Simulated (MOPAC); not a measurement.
Input for MOPAC: PM6 on FHZn (SMILES [F][ZnH]), a point of a bond scan (R = 1.505 Å).

```
PM6 1SCF PRECISE CHARGE=0 THREADS=1
FHZn

Zn    -0.00000000 1    -0.00000000 1    -0.35811910 1
H      0.00000000 1     0.00000000 1    -1.86358451 1
F      0.00000000 1     0.00000000 1     1.40079528 1
```

Program output:

```
*******************************************************************************
 **                                                                           **
 **                              MOPAC v23.2.5                                **
 **                                                                           **
 *******************************************************************************
 ** MOPAC's Digital Object Identifier: https://doi.org/10.5281/zenodo.6511958 **
 **                                                                           **
 ** Please cite the open-source release paper for use of this MOPAC version:  **
 ** J. E. Moussa and J. J. P. Stewart (2026)                                  **
 ** MOPAC: An open-source semiempirical molecular orbital program             **
 ** J. Open Source Softw., 11(119), 8025, https://doi.org/10.21105/joss.08025 **
 *******************************************************************************

                              PM6 CALCULATION RESULTS

 *******************************************************************************
 *  PM6        - The PM6 Hamiltonian to be used
 *
 *
 *
 *                 CHARGE ON SYSTEM = 0
 *
 *
 *
 *  PRECISE    - TIGHTER CRITERIA TO BE USED
 *  1SCF       - DO 1 SCF AND THEN STOP
 *  THREADS=1  - MULTI-THREADING NOT USED
 *  T=         - A TIME OF 172800.0 SECONDS REQUESTED
 *  DUMP=N     - RESTART FILE WRITTEN EVERY 7200.0 SECONDS REQUESTED
 *******************************************************************************
PM6 1SCF PRECISE CHARGE=0 THREADS=1
 FHZn

   ATOM   CHEMICAL          X               Y               Z
  NUMBER   SYMBOL      (ANGSTROMS)     (ANGSTROMS)     (ANGSTROMS)

     1      Zn         -0.00000000  *  -0.00000000  *  -0.35811910  *
     2       H          0.00000000  *   0.00000000  *  -1.86358451  *
     3       F          0.00000000  *   0.00000000  *   1.40079528  *



          CARTESIAN COORDINATES

    NO.       ATOM           X           Y           Z

     1        Zn         -0.0000     -0.0000     -0.3581
     2         H          0.0000      0.0000     -1.8636
     3         F          0.0000      0.0000      1.4008

 General Reference for PM6:
 "Optimization of Parameters for Semiempirical Methods V: Modification of NDDO Approximations
 and Application to 70 Elements", J. J. P. Stewart, J. Mol. Mod., 13, 1173-1213 (2007)
 URL: https://link.springer.com/article/10.1007/s00894-007-0233-4

           Empirical Formula: H Zn F  =     3 atoms



      MOLECULAR POINT GROUP   :   C*v


      RHF CALCULATION, NO. OF DOUBLY OCCUPIED LEVELS = 5


 -------------------------------------------------------------------------------
 PM6 1SCF PRECISE CHARGE=0 THREADS=1
 FHZn



     1SCF WAS SPECIFIED, SO BFGS WAS NOT USED
     SCF FIELD WAS ACHIEVED


                              PM6 CALCULATION
                                                       MOPAC v23.2.5 Linux




          FINAL HEAT OF FORMATION =        -57.54117 KCAL/MOL =    -240.75226 KJ/MOL


          COSMO AREA              =         61.56 SQUARE ANGSTROMS
          COSMO VOLUME            =         39.82 CUBIC ANGSTROMS

          IONIZATION POTENTIAL    =         12.536250 EV
          HOMO LUMO ENERGIES (EV) =        -12.536 -0.453
          NO. OF FILLED LEVELS    =          5
          MOLECULAR WEIGHT        =         85.3863         POINT GROUP:  C*v

          MOLECULAR DIMENSIONS (Angstroms)

            Atom       Atom       Distance
            F     3    H     2     3.26438
            F     3    H     2     0.00000
           Zn     1    H     2     0.00000


          SCF CALCULATIONS        =          1





   ATOM   CHEMICAL          X               Y               Z
  NUMBER   SYMBOL      (ANGSTROMS)     (ANGSTROMS)     (ANGSTROMS)

     1      Zn         -0.00000000  *  -0.00000000  *  -0.35811910  *
     2       H          0.00000000  *   0.00000000  *  -1.86358451  *
     3       F          0.00000000  *   0.00000000  *   1.40079528  *

                             CARTESIAN COORDINATES

   1   Zn       -0.000000000    -0.000000000    -0.358119100
   2    H        0.000000000     0.000000000    -1.863584510
   3    F        0.000000000     0.000000000     1.400795280


           Empirical Formula: H Zn F  =     3 atoms



      MOLECULAR POINT GROUP   :   C*v


                  EIGENVALUES
 -37.32134 -16.51595 -13.24001 -13.24001 -12.53625  -0.45267  -0.45267   1.76383
   5.17217


              NET ATOMIC CHARGES AND DIPOLE CONTRIBUTIONS

  ATOM NO.   TYPE          CHARGE      No. of ELECS.   s-Pop       p-Pop
    1         Zn           0.207412        1.7926     1.24869     0.54390
    2          H           0.235793        0.7642     0.76421
    3          F          -0.443205        7.4432     1.95061     5.49259
 DIPOLE           X         Y         Z       TOTAL
 POINT-CHG.     0.000     0.000    -5.449     5.449
 HYBRID        -0.000    -0.000     1.287     1.287
 SUM           -0.000    -0.000    -4.163     4.163


          ATOMIC ORBITAL ELECTRON POPULATIONS

     Atom    s        px        py        pz
    1 Zn   1.24869   0.05655   0.05655   0.43080
    2  H   0.76421
    3  F   1.95061   1.94345   1.94345   1.60570

 **********************
 *                    *
 * JOB ENDED NORMALLY *
 *                    *
 **********************




 == MOPAC DONE ==
```

The run finished.

Cost: roughly 0.020 core-seconds.
